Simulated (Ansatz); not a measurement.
**Molecular dynamics, step by step**

H$_{4}$BrO (SMILES [OH3+].Br) (charge +1), closed shell, PBE0-D4/STO-3G (Ansatz 0.2.0). Settings (timestep in fs, temperature in K; T counts 12 degrees of freedom):

```yaml
hamiltonian: {xc: pbe0, dispersion: d4}
md: {n_steps: 60, timestep: 0.5, temperature: 100, ensemble: nve, seed: 829, initial_velocities: maxwell_boltzmann}
```

Start (the SMILES describes the start alone):

O1  (-0.147, 0.084, -1.070)
H2  (0.366, 0.779, -1.519)
H3  (0.107, -0.033, -0.061)
H4  (-0.132, -0.751, -1.570)
Br5  (0.547, -0.240, 1.872)
H6  (-0.741, 0.161, 2.348)
(Å)

```json
{"step": "0", "time (fs)": "0.00", "potential energy less the start (meV)": "0.0", "kinetic energy (meV)": "51.7", "T (K)": "100"}
{"step": "4", "time (fs)": "2.00", "potential energy less the start (meV)": "-83.5", "kinetic energy (meV)": "133.3", "T (K)": "258"}
{"step": "8", "time (fs)": "4.00", "potential energy less the start (meV)": "-79.9", "kinetic energy (meV)": "130.8", "T (K)": "253"}
{"step": "12", "time (fs)": "6.00", "potential energy less the start (meV)": "-84.6", "kinetic energy (meV)": "135.3", "T (K)": "262"}
{"step": "16", "time (fs)": "8.00", "potential energy less the start (meV)": "-96.5", "kinetic energy (meV)": "147.0", "T (K)": "284"}
{"step": "20", "time (fs)": "10.00", "potential energy less the start (meV)": "-125.8", "kinetic energy (meV)": "176.5", "T (K)": "341"}
{"step": "24", "time (fs)": "12.00", "potential energy less the start (meV)": "-142.4", "kinetic energy (meV)": "192.5", "T (K)": "372"}
{"step": "28", "time (fs)": "14.00", "potential energy less the start (meV)": "-85.1", "kinetic energy (meV)": "136.9", "T (K)": "265"}
{"step": "32", "time (fs)": "16.00", "potential energy less the start (meV)": "-197.1", "kinetic energy (meV)": "246.4", "T (K)": "476"}
{"step": "36", "time (fs)": "18.00", "potential energy less the start (meV)": "-135.8", "kinetic energy (meV)": "187.2", "T (K)": "362"}
{"step": "40", "time (fs)": "20.00", "potential energy less the start (meV)": "-141.4", "kinetic energy (meV)": "191.4", "T (K)": "370"}
{"step": "44", "time (fs)": "22.00", "potential energy less the start (meV)": "-116.7", "kinetic energy (meV)": "168.2", "T (K)": "325"}
{"step": "48", "time (fs)": "24.00", "potential energy less the start (meV)": "-204.5", "kinetic energy (meV)": "253.6", "T (K)": "491"}
{"step": "52", "time (fs)": "26.00", "potential energy less the start (meV)": "-64.3", "kinetic energy (meV)": "116.2", "T (K)": "225"}
{"step": "56", "time (fs)": "28.00", "potential energy less the start (meV)": "-120.9", "kinetic energy (meV)": "170.2", "T (K)": "329"}
{"step": "60", "time (fs)": "30.00", "potential energy less the start (meV)": "-69.3", "kinetic energy (meV)": "120.3", "T (K)": "233"}
```

Step 12, positions (Å) and forces (eV/Å):

```
atom       x       y       z      Fx      Fy      Fz
  O1  -0.151   0.081  -1.050   0.944   1.323   1.347
  H2   0.403   0.828  -1.537  -0.803  -1.587   0.741
  H3   0.180  -0.049   0.094  -0.257   0.026  -1.199
  H4  -0.090  -0.780  -1.578   0.323   0.124  -0.064
 Br5   0.546  -0.240   1.867  -0.600   0.249  -0.778
  H6  -0.778   0.201   2.311   0.393  -0.135  -0.047
```

Step 52, positions (Å) and forces (eV/Å):

| atom | x | y | z | Fx | Fy | Fz |
| --- | --- | --- | --- | --- | --- | --- |
| O1 | -0.124 | 0.066 | -0.896 | -1.907 | -0.714 | -1.392 |
| H2 | 0.443 | 0.735 | -1.305 | 1.355 | 2.175 | -0.860 |
| H3 | 0.068 | -0.025 | 0.129 | 0.746 | -0.370 | 1.873 |
| H4 | 0.103 | -0.762 | -1.394 | -0.086 | -1.121 | -0.232 |
| Br5 | 0.539 | -0.237 | 1.831 | -0.438 | 0.172 | 0.531 |
| H6 | -0.740 | 0.270 | 2.317 | 0.330 | -0.142 | 0.081 |

Step 56, positions (Å) and forces (eV/Å):

| atom | x | y | z | Fx | Fy | Fz |
| --- | --- | --- | --- | --- | --- | --- |
| O1 | -0.121 | 0.065 | -0.884 | -1.001 | -0.830 | -1.886 |
| H2 | 0.457 | 0.742 | -1.311 | 0.659 | 1.330 | -0.165 |
| H3 | 0.048 | -0.033 | 0.175 | 0.738 | -0.219 | 0.688 |
| H4 | 0.122 | -0.772 | -1.398 | -0.330 | -0.270 | 0.397 |
| Br5 | 0.538 | -0.237 | 1.827 | -0.412 | 0.137 | 0.894 |
| H6 | -0.732 | 0.274 | 2.338 | 0.345 | -0.147 | 0.072 |

Last step (60):

```
atom    x (Å)    y (Å)    z (Å)
  O1  -0.1208   0.0621  -0.8753
  H2   0.4926   0.7951  -1.3221
  H3   0.0558  -0.0485   0.2464
  H4   0.1289  -0.7927  -1.3888
 Br5   0.5369  -0.2366   1.8244
  H6  -0.7122   0.2722   2.3614
```

The run took about 14 s on 2 CPU threads of an AMD EPYC 9R45 (shared host).
